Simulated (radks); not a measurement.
Values are calculated unless marked as measured or tabulated.
Q: Radial electron density D(r) = 4 pi r^2 rho(r) of an atom or ion with 64 electrons. Level of theory: scalar-relativistic Kohn-Sham, LDA (Slater exchange, Perdew-Wang correlation), spin-polarised, spherical densities, finite nucleus; Fermi nuclear charge, rms radius of each element as measured or else 0.836 A^(1/3) + 0.57 fm (a radial shooting solver on a logarithmic mesh with Libxc functionals).

r (bohr),D(r) (e/bohr),spin D(r)
0.001151,5.868,-9.99e-07
0.001524,9.127,-0.00000154
0.002016,13.97,-0.00000234
0.002667,20.93,-0.00000346
0.003529,30.50,-0.00000492
0.004669,42.83,-0.00000663
0.006178,57.32,-0.00000826
0.008175,72.07,-0.00000909
0.01082,83.71,-0.00000821
0.01431,88.48,-0.00000604
0.01894,85.21,-0.0000106
0.02505,79.07,-0.0000572
0.03289,80.74,-0.000245
0.04351,96.67,-0.000800
0.05757,115.3,-0.00173
0.07617,113.6,-0.000214
0.1008,94.19,0.0204
0.1334,91.38,0.122
0.1764,104.6,0.460
0.2335,86.50,1.29
0.3089,50.98,2.72
0.4087,49.58,4.30
0.5408,53.39,4.94
0.7155,34.32,4.22
0.9392,18.24,2.84
1.243,11.87,1.47
1.644,6.842,0.532
2.176,2.469,0.121
2.879,0.4978,0.0165
3.809,0.05326,0.00119
5.039,0.003198,-0.0000713

What is the nuclear charge?

A: Z = 66. The innermost maximum, from 1s, lies near gamma/Z bohr with gamma = sqrt(1 - (Z/c)^2) = 0.876, here 0.0133 bohr (found: 0.0145), and its height grows with Z. The density is that of the dysprosium ion Dy2+ in [Xe] 4f10; the configuration itself is not fixed sharply by these data, and Z only to a few units. D(r) has 4 maxima, at r = 0.0145, 0.0649, 0.181, 0.495 bohr, and minima at 0.0278, 0.119, 0.354 bohr, inside which lie 1.92, 11.16, 29.47 electrons.
